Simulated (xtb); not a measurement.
Ga(OH)(OMe)(NH2) (CH6GaNO2), SMILES C[O][Ga]([NH2])[OH]. All values are semi-empirical tight-binding results from xtb (GFN2-xTB unless named), good for trends rather than for accurate numbers. Geometry: GFN2-xTB. The structure was generated by enumeration; whether it is a known compound was not checked. One conformer was computed; it need not be the lowest.

For metal compounds this method's bond lengths and energies can be far off.

The orbital gap is 3.68 eV and the zero-point energy is 46.9 kcal/mol. The G − E(el) at 298.15 K (modified RRHO) is 25.3 kcal/mol.
